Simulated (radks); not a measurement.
The numbers below are computed, except where a source is named.
All-electron atom: Hg29+ in [Kr] 4d9.5 4f5 5f0.5 (fractional occupations, a model configuration). Level of theory: scalar-relativistic Kohn-Sham, BP86, spin-polarised, spherical densities, point nucleus; open shells are filled with parallel spins first (spin-orbit coupling, left out, can overturn this in heavy ions) (a radial shooting solver on a logarithmic mesh with Libxc functionals).

Local quantities along the radius. ELF = 1/(1 + alpha^2) is the electron localisation function; alpha = (tau - tau_W)/tau_unif compares the Pauli kinetic energy density with that of the uniform gas (summed over spins). tau is taken from the large components.

r (bohr)	ELF	alpha
0.001217	0.999	0.02385
0.001585	0.999	0.02636
0.002064	0.999	0.03013
0.002688	0.999	0.03591
0.0035	0.998	0.04506
0.004557	0.996	0.06028
0.005934	0.992	0.08725
0.007788	0.981	0.1410
0.01014	0.941	0.2500
0.01321	0.810	0.4848
0.0172	0.534	0.9333
0.02239	0.342	1.387
0.02916	0.400	1.224
0.03796	0.626	0.7722
0.04943	0.741	0.5913
0.06437	0.625	0.7741
0.08449	0.370	1.304
0.11	0.458	1.088
0.1433	0.705	0.6476
0.1865	0.631	0.7652
0.2429	0.269	1.649
0.3163	0.516	0.9683
0.4118	0.760	0.5622
0.5363	0.629	0.7678
0.6983	0.156	2.326
0.9166	0.013	8.799
1.193	0.004	15.19
1.554	0.000	52.45
2.024	0.000	505.9

On this mesh the ELF has minima near r = 0.026, 0.096, 0.24 bohr, which separate the shells, and maxima near 0.049 (0.74), 0.16 (0.72), 0.41 (0.76).

Self-consistent cycle (total energy in hartree, residual of the potential): 1: -19047.55946, 9e+01; 2: -19144.14408, 5e+01; 3: -19204.27608, 2e+00; 4: -19204.64869, 9e-01; 5: -19204.53805, 1e-01; 6: -19204.53651, 1e-02; 7: -19204.53682, 2e-03; 8: -19204.53688, 2e-05; 9: -19204.53688, 4e-06; 10: -19204.53688, 2e-06; 11: -19204.53688, 4e-06; 12: -19204.53688, 7e-08; 13: -19204.53688, 5e-09.
